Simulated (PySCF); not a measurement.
The multiplicity is imposed and other spin states were not computed.

[Cu(NH3)4]2+ (charge 2, multiplicity 2)

Computed with PBE-D3(BJ)/def2-TZVP // PBE-D3(BJ)/def2-SVP (PySCF).

| Property | Result |
|---|---|
| highest occupied spin orbital | -14.70 eV |
| charge on the central atom (Mulliken) | 0.22 e |
| charge on the central atom (meta-Löwdin) | 0.93 e |
| spin population on the central atom (Mulliken) | 0.51 |
| total energy | -1865.8453 Ha |
| cost | very roughly 13 core-minutes |

Bond lengths (Å): Cu1–N2 2.070, Cu1–N6 2.070, Cu1–N10 2.070, Cu1–N14 2.070, N2–H3 1.035, N2–H4 1.035, N2–H5 1.035, N6–H7 1.035, N6–H8 1.035, N6–H9 1.035, N10–H11 1.035, N10–H12 1.035, N10–H13 1.035, N14–H15 1.035, N14–H16 1.035, N14–H17 1.035. Bond angles (°): N2–Cu1–N6 162.6, N2–Cu1–N10 91.4, N2–Cu1–N14 91.3, N6–Cu1–N10 91.3, N6–Cu1–N14 91.3, N10–Cu1–N14 162.7, Cu1–N2–H3 113.1, Cu1–N2–H4 113.1, Cu1–N2–H5 113.7, H3–N2–H4 104.9, H3–N2–H5 105.7, H4–N2–H5 105.7, Cu1–N6–H7 113.1, Cu1–N6–H8 113.0, Cu1–N6–H9 113.7, H7–N6–H8 104.9, H7–N6–H9 105.7, H8–N6–H9 105.7, Cu1–N10–H11 113.6, Cu1–N10–H12 113.0, Cu1–N10–H13 113.1, H11–N10–H12 105.7, H11–N10–H13 105.7, H12–N10–H13 104.9, Cu1–N14–H15 113.1, Cu1–N14–H16 113.1, Cu1–N14–H17 113.7, H15–N14–H16 104.9, H15–N14–H17 105.7, H16–N14–H17 105.7.
Charge +2, spin multiplicity 2.
